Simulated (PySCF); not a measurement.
Compound: C4H4ClNO.
SMILES with atom numbers: `[CH3:1][O:2]/[C:3]([Cl:4])=[CH:5]\[C:6]#[N:7]`

Cartesian coordinates in Å at the GFN2-xTB level; atoms count from 1:
```xyz
11
C4H4ClNO angstrom
C     -1.478   -0.095   -0.452
O     -0.722    1.102   -0.417
C      0.567    1.054   -0.089
Cl     1.234    2.644   -0.143
C      1.355    0.020    0.251
C      0.977   -1.326    0.344
N      0.740   -2.446    0.439
H     -2.481    0.207   -0.746
H     -1.073   -0.796   -1.186
H     -1.506   -0.574    0.529
H      2.392    0.214    0.482
```

Lines to be assigned: C 1s: 291.65 (area 1), 292.16 (area 1), 293.22 (area 1), 294.48 (area 1) eV; N 1s: 404.57 eV; O 1s: 540.31 eV; Cl 1s: 2829.72 eV; Cl 2p3/2: 207.11 eV.

Computed, not measured: PySCF, delta-SCF UKS SCAN, pcX-2 on the ionised atom, pcseg-1 elsewhere, spin-free X2C. One conformer (not necessarily the lowest) at the GFN2-xTB geometry, without solvent, vibrations or thermal averaging.

(1) Order the carbon atoms by C 1s binding energy.

## Answers

(1) 291.65 eV: C5 (alkene CH carbon); 292.16 eV: C6 (nitrile carbon); 293.22 eV: C1 (methoxy carbon); 294.48 eV: C3 (vinylic C–Cl carbon). Lowest listed C 1s: C5, bonded to C (double bond), C and H. Highest, 2.83 eV above it: C3, bonded to O, Cl and C (double bond). Summing the Pauling electronegativity differences to the bonded atoms, each weighted by its formal bond order, gives -0.35 for the lowest site and +1.50 for the highest; no listed site has a larger sum than the highest.

Bonded neighbours of each site: C1: O and 3 H; O2: 2 C; C3: O, Cl and C (double bond); Cl4: C; C5: C (double bond), C and H; C6: N (triple bond) and C; N7: C (triple bond).

Q: What is the longest wavelength that can ionise Cl 2p3/2 of Cl4 vertically?

A: λ = hc/E = 12398.42 eV Å / 207.11 eV = 59.864 Å.

Spin contamination (⟨S²⟩ against 0.75 for a pure doublet) is marked for C 1s of C3 (0.89), which makes this value less certain. The 2p values add to the ΔSCF energy of one spin-free hole a correction within the shell (spin–orbit coupling, ligand field). 2p1/2 minus 2p3/2 (ligand field included): Cl 1.65 eV.
